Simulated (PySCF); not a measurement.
Structure problem from calculated spectra and properties.

Formula: C5H11NO2Si2.

* Rotational structure: rotational constants A, B, C: 3.327, 0.384, 0.351 GHz [GFN2-xTB]
* NMR, other nuclei: isotropic shieldings of nuclei other than C and H, by class: 265 (1 N), 1 (1 O), 338 (1 O), 385 (1 Si), 398 (1 Si) ppm [GIAO PBE0/pcSseg-1]
* Dipole: 2.71 D [PBE0/pcSseg-1]
* 13C NMR: chemical shifts (computed TMS as zero) by class: 165.1 (1 C), 162.8 (1 C), 127.9 (1 C), 127.5 (1 C), 54.6 (1 C) ppm [GIAO PBE0/pcSseg-1]
* 1H NMR: chemical shifts (computed TMS as zero) by class: 7.33 (1 H), 7.23 (1 H), 5.38 (2 H), 5.36 (2 H), 4.05 (3 H), 0.16 (2 H) ppm [GIAO PBE0/pcSseg-1]

The electronic properties come from PySCF, for the isolated species, density fitting. Levels stand in brackets. Isolated species at its GFN2-xTB geometry (one conformer only). Each NMR value is the plain mean over a class of atoms that symmetry, rotation or inversion makes alike.

Question: Propose a structure and show how it fits.

Answer: Numbering: `[CH3:1][O:2][SiH2:3][c:4]1[cH:5][cH:6][c:7]([SiH2:8][NH2:9])[o:10]1`. Its formula, C5H11NO2Si2, gives 3 degrees of unsaturation: 1 ring and 2 π bonds in the structure found (Kekulé form). 5 carbons fall into 5 classes; from least to most shielded: substituted aromatic carbon [C4] (165.1 ppm), substituted aromatic carbon [C7] (162.8 ppm), aromatic CH carbon [C6] (127.9 ppm), aromatic CH carbon [C5] (127.5 ppm), methoxy carbon [C1] (54.6 ppm). Hydrogen classes from least to most shielded: 1 H on an aromatic CH carbon, C6 (7.33 ppm), 1 H on an aromatic CH carbon, C5 (7.23 ppm), 2 H on an SiH2 silicon, Si8 (5.38 ppm), 2 H on an oxygen-bound silicon, Si3 (5.36 ppm), 3 H on a methoxy carbon, C1 (4.05 ppm), 2 H on a silicon-bound nitrogen, N9 (0.16 ppm). The other shieldings belong to: 265 ppm, silicon-bound nitrogen [N9]; 1 ppm, furan-type oxygen [O10]; 338 ppm, silyl ether oxygen [O2]; 385 ppm, oxygen-bound silicon [Si3]; 398 ppm, SiH2 silicon [Si8]. The optimised geometry has point group C1 and is an asymmetric top. Structure: `CO[SiH2]c1ccc([SiH2]N)o1`. Computed isomers that give other values at the same levels: `CO[SiH2][Si@H](O)n1cccc1` (13C chemical shifts (computed TMS as zero) by class: 123.2 (2 C), 117.3 (2 C), 56.8 (1 C) ppm); `CO[Si@@H]1CC[C@H](C#N)[SiH2]O1` (13C chemical shifts (computed TMS as zero) by class: 123.7 (1 C), 52.3 (1 C), 27.4 (1 C), 17.1 (1 C), 15.2 (1 C) ppm); `CO[Si@@H]1CC[C@@H](C#N)[SiH2]O1` (13C chemical shifts (computed TMS as zero) by class: 123.7 (1 C), 52.7 (1 C), 27.2 (1 C), 17.1 (1 C), 15.1 (1 C) ppm). The assignments are read from this structure; whether some other isomer fits the data as well wasn't checked.

Shape of the structure used: `[CH3:1][O:2][SiH2:3][c:4]1[cH:5][cH:6][c:7]([SiH2:8][NH2:9])[o:10]1`: C1–O2–Si3–C4 65°, O2–Si3–C4–C5 -24°, C6–C7–Si8–N9 -22°, H–N9–Si8–C7 175°, H–N9–Si8–C7 -46°.
